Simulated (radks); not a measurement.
Q: The mean radii <r> (bohr) of the occupied orbitals of an atom or ion are listed with their occupations. Method: non-relativistic Kohn-Sham, SCAN, spin-polarised, spherical densities, point nucleus; meta-GGA in the generalised Kohn-Sham scheme; computed with a radial shooting solver on a logarithmic mesh with Libxc functionals.

| orbital | occ. | <r> |
|---|---|---|
| 1s up | 1 | 0.05486 |
| 1s down | 1 | 0.05486 |
| 2s up | 1 | 0.2476 |
| 2s down | 1 | 0.2472 |
| 2p up | 3 | 0.2164 |
| 2p down | 3 | 0.2160 |
| 3s up | 1 | 0.6958 |
| 3s down | 1 | 0.6992 |
| 3p up | 3 | 0.7024 |
| 3p down | 3 | 0.7064 |
| 3d up | 2 | 0.6919 |

Name the element and its charge. Open shells, if any, are filled with parallel spins first.

A: Z = 28, nickel, charge +8: Ni8+ in [Ar] 3d2. The 1s radius gives Z: for a bare nucleus <r> = 1.5/Z, 0.05357 bohr for Z = 28, and screening makes it slightly larger (0.05486 here). The occupations add up to 20, and the charge is Z minus that.
